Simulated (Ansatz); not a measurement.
`[F][Ti]([F])([SH])[Cl]` + H₂O → `[OH][Ti]([F])([F])[SH]` + HCl  (formal hydrolysis of a Ti–Cl bond)

Program: Ansatz. Geometries: PBE0-D4/def2-TZVP. ΔE: electronic, gas phase. CCSD(T)/CBS is the MP2 limit (def2-TZVPP, def2-QZVPP) plus CCSD(T) − MP2 in def2-TZVPP, frozen cores. This one scheme is used for every species. Functionals use def2-TZVPP. For Ti outer-core shells are correlated without core-valence functions, which leaves a few kJ/mol of doubt a bond. Scalar relativity is left out up to krypton. One conformer a species, not always the lowest.

`[F][Ti]([F])([SH])[Cl]`:

Z-matrix (Å, degrees):
```
Ti
F 1 1.735
S 1 2.265 2 105.8
F 1 1.741 2 113.2 3 118.7
Cl 1 2.182 2 110.8 3 -119.0
H 3 1.349 1 90.4 2 163.4
```

H₂O:

Z-matrix (Å, degrees):
```
O
H 1 0.960
H 1 0.960 2 105.1
```

`[OH][Ti]([F])([F])[SH]`:

Z-matrix (Å, degrees):
```
Ti
F 1 1.754
F 1 1.752 2 108.7
O 1 1.759 2 111.7 3 124.7
S 1 2.285 2 110.3 3 -119.6
H 4 0.958 1 142.0 2 -141.4
H 5 1.348 1 91.3 2 61.3
```

HCl:

Z-matrix (Å, degrees):
```
Cl
H 1 1.279
```

```tsv
species	ωB97M-V energy (Eh)
`[F][Ti]([F])([SH])[Cl]`	-1908.36935
H₂O	-76.43342
`[OH][Ti]([F])([F])[SH]`	-1524.00686
HCl	-460.79014
```

(1) Work out ΔE.

Largest T1 diagnostic among the species: 0.025, so the coupled-cluster value is less sure than usual.

Results:

(1) ΔE = (-1524.00686) + (-460.79014) − (-1908.36935) − (-76.43342) = 0.00577 Eh = +15.1 kJ/mol. CCSD(T)/CBS gives +21.6 kJ/mol.

In def2-TZVPP, CCSD(T) changes the Hartree–Fock value by +6.6 kJ/mol (the triples alone add +5.3 kJ/mol) and MP2 by +13.3 kJ/mol.
